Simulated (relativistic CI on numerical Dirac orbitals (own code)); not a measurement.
**Hf³⁺: resonant inelastic scattering at the L2,3 edge**

Computed with this model: Dirac-Coulomb-Breit CI, KLI orbitals optimised for each configuration, model QED, valence Slater integrals scaled by 0.7, Kramers-Heisenberg scattering through one core-hole configuration in a parametric crystal field; configurations [Xe] 4f14 5d → [He] 2s2 2p5 3s2 3p6 3d10 4s2 4p6 4d10 4f14 5s2 5p6 5d2; 80 K; core-hole width 7.5 eV; summed over polarisations. Incident energies are the highest absorption maxima for each field (at most a few, so the weaker spin-orbit partner edge can be absent), on the computed scale of the free ion. Intensities are in per cent of the strongest line above 0.02 eV; levels within 1 cm⁻¹ are merged; final levels count from the ground level, the first row holds all elastic scattering, lines under 0.4 are left out and each table stops after 24 rows. The scale of the Slater integrals is a model choice and moves the terms in proportion.

Field parameters in Wybourne normalisation: Td as Oh with Dq negative (B⁴₀ = 21Dq, B⁴₄ = √(5/14) B⁴₀). The field is a parameter set, without covalency.

S is read from ⟨S²⟩ = S(S + 1).

Td, 10Dq = -3100 cm⁻¹:

```
Final level (eV)  Degeneracy  Irrep     S  9560.5 eV  10739.1 eV
           0.000           4     Γ8  0.50     4269.7       692.2
           0.557           4     Γ8  0.50      100.0        37.5
           0.714           2     Γ7  0.50       44.7         0.4
```

Td, 10Dq = -7050 cm⁻¹:

| Final level (eV) | Degeneracy | Irrep | S | 9560.6 eV | 10739.3 eV |
| --- | --- | --- | --- | --- | --- |
| 0.000 | 4 | Γ8 | 0.50 | 3280.0 | 544.1 |
| 0.912 | 4 | Γ8 | 0.50 | 100.0 | 58.2 |
| 1.137 | 2 | Γ7 | 0.50 | 56.3 | 0.4 |

For the first field the strongest loss at the lowest incident energy is the level at 0.56 eV (S = 0.50, against 0.50 in the thermal ground state).
